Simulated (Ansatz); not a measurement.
Isolated molecules relaxed with PBE0-D4/def2-TZVP in Ansatz; ΔE leaves out vibrations. CCSD(T)/CBS adds triple-zeta CCSD(T) − MP2 to the extrapolated MP2 energy (def2 sets, frozen cores). DFT in def2-TZVPP. def2 core potentials past Kr. For Se, Sn outer-core shells are correlated without core-valence functions, which leaves a few kJ/mol of doubt a bond. Scalar relativity is left out up to krypton. One conformer a species, not always the lowest.

Reaction (redistribution): `C[O][SnH]([CH3])[SeH]` + `N=C([SiH3])S` → `C[O][SnH]([CH3])[SH]` + `N=C([SiH3])[SeH]`

```csv
level,ΔE (kcal/mol),difference from CCSD(T)/CBS
PBE0-D4,5.1,0.2
ωB97M-V,4.6,-0.3
B2PLYP,4.8,-0.1
PBE,5.0,0.1
HF/def2-TZVPP,5.6,0.7
SCS-MP2/def2-TZVPP,3.9,-1.0
HF/def2-QZVPP,5.6,0.7
HF/CBS(def2),5.6,0.7
MP2/CBS(def2),5.0,0.1
CCSD/CBS(def2),5.1,0.2
CCSD(T)/CBS,4.9,0
```

Largest T1 diagnostic among the species: 0.014.

In def2-TZVPP, CCSD(T) changes the Hartree–Fock value by −1.8 kcal/mol (the triples alone add −0.1 kcal/mol) and MP2 by −1.7 kcal/mol.
